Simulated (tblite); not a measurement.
Question: Give a GFN2-xTB geometry of `[CH2]SCCC(=C)C` [radical]. (Doublet state.)

Answer: 
```xyz
18
C6H11S angstrom
C      3.1634    0.5618    0.0268
S      2.6545   -1.0170    0.4030
C      0.8905   -0.7155    0.7746
C      0.1105   -0.3663   -0.4895
C     -1.3435   -0.1217   -0.1889
C     -2.2866   -0.9581   -0.5922
C     -1.6520    1.1184    0.5948
H      4.1647    0.6526   -0.3426
H      2.7225    1.3842    0.5581
H      0.8504    0.0900    1.5069
H      0.5166   -1.6348    1.2231
H      0.2087   -1.1865   -1.2027
H      0.5550    0.5278   -0.9361
H     -2.0580   -1.8486   -1.1529
H     -3.3284   -0.7848   -0.3811
H     -1.1583    1.9811    0.1498
H     -2.7224    1.3028    0.6227
H     -1.2965    1.0212    1.6204
```

Orientation and origin are arbitrary. Atoms count from 1 in this order. C6 (carbon bonded to C and 2 H) is planar (angles 122.0°, 121.9° and 116.1°, sum 360.0°, 0.00 Å off the plane of its three neighbours). Of the pairs four or more bonds apart, C1···H13 is among the closest relative to their van der Waals radii: 2.78 Å, 96 % of the sum of Bondi's values. C5 (carbon bonded to 3 C) is planar (angles 122.4°, 121.7° and 116.0°, sum 360.0°, 0.00 Å off the plane of its three neighbours). C1 (carbon bonded to S and 2 H) has angles 119.3°, 118.6° and 115.8°, sum 353.7°, 0.18 Å off the plane of its three neighbours.

Bonds between heavy atoms (Å): C1–S2 1.701, S2–C3 1.828, C3–C4 1.526, C4–C5 1.505, C5=C6 1.324, C5–C7 1.499.

Structure optimised with GFN2-xTB, isolated species. This method treats the open shell by occupation alone, without spin polarisation.

Point group: C1 (no symmetry element, even within 0.4 Å). Its GFN2-xTB frequencies are all real (lowest 16 cm⁻¹). Torsions: H–C1–S2–C3 -173° and 35°, C1–S2–C3–C4 70°, S2–C3–C4–C5 180°, C3–C4–C5–C6 -111°. 3 starts were optimised and ended at 0.00, 1.16 and 1.51 kcal/mol (GFN2-xTB); the lowest of these is shown.

One conformer stands for the species.

The numbers are calculated, not measured.
